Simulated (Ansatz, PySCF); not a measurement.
Molecule: C3H6O2, net charge 0, singlet state. SMILES: C(OC)(=O)C
Geometry from a B3LYP-D3(BJ)/def2-TZVP (Ansatz, a quantum-chemistry and plane-wave program) optimisation:
```xyz
11

C     -1.8543     0.1696     0.1592
C     -0.4282    -0.1404    -0.2035
O     -0.0723    -0.8339    -1.1211
O      0.4291     0.4670     0.6430
C      1.8231     0.2390     0.3870
H     -2.5223    -0.3365    -0.5316
H     -2.0217     1.2467     0.1188
H     -2.0572    -0.1540     1.1808
H      2.0924     0.5983    -0.6055
H      2.3561     0.7951     1.1531
H      2.0542    -0.8236     0.4535
```
Charge 0, spin multiplicity 1.

Unscaled harmonic wavenumbers (cm⁻¹) in rising order, each level at the stationary point that it reaches from this structure (no distance between atoms moves by over 0.3 Å); the order of modes can differ between levels, and a negative number is imaginary. B3LYP-D3(BJ)/def2-TZVP (PySCF, at the structure above): 48, 138, 179, 284, 426, 611, 645, 857, 987, 1069, 1073, 1176, 1210, 1268, 1401, 1471, 1475, 1478, 1486, 1499, 1798, 3054, 3056, 3113, 3123, 3156, 3161.

HF/3-21G (Ansatz): 115, 128, 180, 280, 431, 655, 681, 892, 1059, 1185, 1203, 1277, 1306, 1384, 1566, 1626, 1633, 1645, 1669, 1682, 1946, 3228, 3236, 3284, 3303, 3330, 3338. Zero-point energy 60.4 against 56.1 kcal/mol; where all levels lie over 400 cm⁻¹, the wavenumbers are on average 1.080 times those of B3LYP-D3(BJ)/def2-TZVP.

HF/6-31G* (Ansatz): 93, 164, 191, 303, 453, 667, 697, 951, 1084, 1182, 1204, 1298, 1340, 1435, 1562, 1613, 1620, 1635, 1643, 1650, 2019, 3230, 3251, 3294, 3331, 3340, 3348. Zero-point energy 60.9 against 56.1 kcal/mol; where all levels lie over 400 cm⁻¹, the wavenumbers are on average 1.092 times those of B3LYP-D3(BJ)/def2-TZVP.

B3LYP/6-31G* (Ansatz): 55, 131, 180, 283, 422, 605, 645, 865, 995, 1077, 1087, 1185, 1219, 1289, 1423, 1493, 1501, 1505, 1513, 1525, 1836, 3071, 3073, 3133, 3147, 3179, 3183. Zero-point energy 56.6 against 56.1 kcal/mol; where all levels lie over 400 cm⁻¹, the wavenumbers are on average 1.009 times those of B3LYP-D3(BJ)/def2-TZVP.
